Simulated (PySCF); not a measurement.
## Stationary points of IO₂I

All numbers come from PBE0/[I def2-SVP with ECP28, O def2-SVP], scalar-relativistic core potentials, density fitting, no spin–orbit coupling, PySCF.

Relaxations began from a few typed shapes. The search is not exhaustive: other isomers or separated fragments can lie lower, and high-lying points may rest on an excited occupation.

**Question.** Which is the lowest minimum found?
A. singlet C2v: I–I 3.113 Å, I–O 1.817 Å (×2); I–I–O 125.1° (×2), O–I–O 109.9°
B. singlet Cs: I–I 2.810 Å, I–O 1.804 Å (×2); I–I–O 103.6° (×2), O–I–O 110.7°
C. singlet Cs: I–I 2.810 Å, I–O 1.804 Å (×2); I–I–O 103.5° (×2), O–I–O 110.8°
D. singlet Cs: I–I 3.009 Å, I–O 1.809 Å, I–O 1.827 Å; I–I–O 93.7°, I–I–O 161.0°, O–I–O 105.3°
E. singlet C2v: I–I 2.837 Å, I–O 1.862 Å (×2); I–I–O 84.9° (×2), O–I–O 169.8°

**Answer.** C. The others lie at 0.2 (singlet Cs), 110.5 (singlet Cs, a saddle point), 120.2 (singlet C2v, a saddle point), 198.7 (singlet C2v, a saddle point) kJ/mol above it.
